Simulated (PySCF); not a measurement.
A side-by-side comparison of computed properties.

First species: C8H11ClO.
Numbering: `[CH3:1][C@@:2]12[CH2:3][CH2:4][C@@:5]([Cl:6])([CH2:7][C:8]1=[O:9])[CH2:10]2` (hydrogens: H11, H12, H13 on C1; H14, H15 on C3; H16, H17 on C4; H18, H19 on C7; H20, H21 on C10)

Second species: CH14OSSi5.
SMILES with atom numbers: `[CH3:1][SiH2:2][Si@H:3]([SiH2:4][O:5][SiH3:6])[S:7][SiH3:8]` (hydrogens: H9, H10, H11 on C1; H12, H13 on Si2; H14 on Si3; H15, H16 on Si4; H17, H18, H19 on Si6; H20, H21, H22 on Si8)

Cartesian coordinates in Å at the GFN2-xTB level; atoms count from 1:
```
atom  x, y, z in Å
C1    -2.166   -2.533    0.376
Si2   -0.999   -1.896   -0.982
Si3   -0.490    0.359   -0.615
Si4    1.251    0.909    0.796
O5     2.379   -0.080    0.167
Si6    3.828   -0.781    0.016
S7    -2.372    1.246    0.103
Si8   -2.048    3.343    0.062
H9    -3.042   -1.894    0.449
H10   -2.506   -3.547    0.184
H11   -1.679   -2.528    1.348
H12    0.248   -2.678   -0.951
H13   -1.617   -2.176   -2.290
H14   -0.329    1.056   -1.911
H15    1.110    0.552    2.214
H16    1.819    2.266    0.771
H17    4.694    0.167   -0.682
H18    4.342   -1.084    1.349
H19    3.544   -1.979   -0.768
H20   -1.704    3.742   -1.298
H21   -0.956    3.661    0.978
H22   -3.319    3.894    0.493
```

Levels: PBE0/pcSseg-1 for HOMO energy, LUMO energy and HOMO–LUMO gap. Geometries: GFN2-xTB. Each structure is a single optimised conformer of the isolated species, non-relativistic unless stated; the electronic structure was computed with PySCF and density fitting.

Dipoles, sizes and rotational constants follow the conformer. The torsions of the flexible species, by atom-mapped SMILES:
- `[CH3:1][SiH2:2][Si@H:3]([SiH2:4][O:5][SiH3:6])[S:7][SiH3:8]`: C1–Si2–Si3–Si4 86°, Si2–Si3–Si4–O5 49°, Si3–Si4–O5–Si6 180°, Si2–Si3–S7–Si8 -169°

The conformers of `C[C@@]12CC[C@@](Cl)(CC1=O)C2` aren't listed.

Values for the first species:

```
HOMO energy   : -7.22 eV
LUMO energy   : -0.64 eV
HOMO–LUMO gap : 6.58 eV
```

(1) Estimate the same properties for the second species, and the change in each.

Answers

(1) 
| property | first | second | second less first |
| --- | --- | --- | --- |
| HOMO energy | -7.22 eV | -6.99 eV | +0.23 eV |
| LUMO energy | -0.64 eV | -1.14 eV | -0.50 eV |
| HOMO–LUMO gap | 6.58 eV | 5.85 eV | -0.73 eV |

